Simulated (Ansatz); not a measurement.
Species: CH$_{5}$OSi (charge 0, doublet). It need not be the lowest isomer of its formula. SMILES: O([SiH2])C
Geometry from a B3LYP-D3(BJ)/def2-TZVP (Ansatz, a quantum-chemistry and plane-wave program) optimisation:
```
O
C 1 1.4190
H 2 1.0897 1 107.95
H 2 1.0933 3 108.81 1 -120.37
H 2 1.0945 3 108.84 4 -118.54
Si 1 1.6497 2 124.95 3 164.89
H 6 1.4858 1 105.77 2 -165.82
H 6 1.4963 7 110.89 1 -118.84
```
Charge 0, spin multiplicity 2.

Atomisation energy built up term by term with Ansatz (kcal/mol; UHF references for open shells; valence terms freeze the core; atomic spin-orbit terms are left out). Basis-set limits of correlation are two-point, X^-3; Hartree-Fock from the larger set (for Q and 5 zeta extrapolated as (X+1)exp(-9√X)).

| term | basis | kcal/mol |
|---|---|---|
| Hartree-Fock | CBS(cc-pV(Q+d)Z,cc-pV(5+d)Z) | 479.09 |
| CCSD correlation | CBS(cc-pV(Q+d)Z,cc-pV(5+d)Z) | 158.88 |
| (T) | CBS(cc-pV(Q+d)Z,cc-pV(5+d)Z) | 8.69 |
| core correlation | cc-pwCVTZ | 1.15 |
| scalar relativity (X2C) | cc-pVTZ-DK against cc-pVTZ | -1.10 |
| sum: De |  | 646.7 |

(T) makes 1.3 % of the CCSD(T) atomisation energy; under 5 % is typical of single-reference molecules.
